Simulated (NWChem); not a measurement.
C₂H₇BOS; SMILES COBSC

```xyz
12

B     -0.8017    -0.3721     0.0005
H     -1.9471    -0.7682     0.0013
O      0.2503    -1.2154     0.0001
C      0.1045    -2.6126     0.0000
H     -0.9559    -2.9135     0.0048
H      0.5900    -3.0332    -0.8945
H      0.5983    -3.0339     0.8896
S     -0.5489     1.4051     0.0004
C      1.2622     1.5508    -0.0012
H      1.6920     1.0757     0.8903
H      1.5032     2.6216     0.0041
H      1.6898     1.0852    -0.8987
```
Atoms are numbered in this order, from 1.

Program: NWChem. Pople sets run with spherical d functions. Geometry: optimised at PBE0/def2-SVP. Not confirmed as a minimum by frequencies. Vzz is the largest principal value of the second derivative of the potential at the nucleus (NWChem prints the opposite sign); η is the asymmetry. Non-relativistic.

```
level                   Vzz B1 (a.u.)  η B1  Vzz O3 (a.u.)  η O3  Vzz S8 (a.u.)  η S8
----------------------  -------------  ----  -------------  ----  -------------  ----
Hartree-Fock/def2-TZVP              …     …              …  0.03              …  0.52
Hartree-Fock/6-31G*             0.372  0.25          1.508  0.01          1.982  0.59
B3LYP/def2-TZVP                 0.346  0.25          1.482  0.12          2.100  0.50
B3LYP/cc-pVTZ                   0.346  0.26          1.493  0.11          1.922  0.51
```

Problem. Complete the blanks.

Solution. 
- Hartree-Fock/def2-TZVP, Vzz B1 (a.u.): 0.399
- Hartree-Fock/def2-TZVP, η B1: 0.19
- Hartree-Fock/def2-TZVP, Vzz O3 (a.u.): 1.549
- Hartree-Fock/def2-TZVP, Vzz S8 (a.u.): 2.198
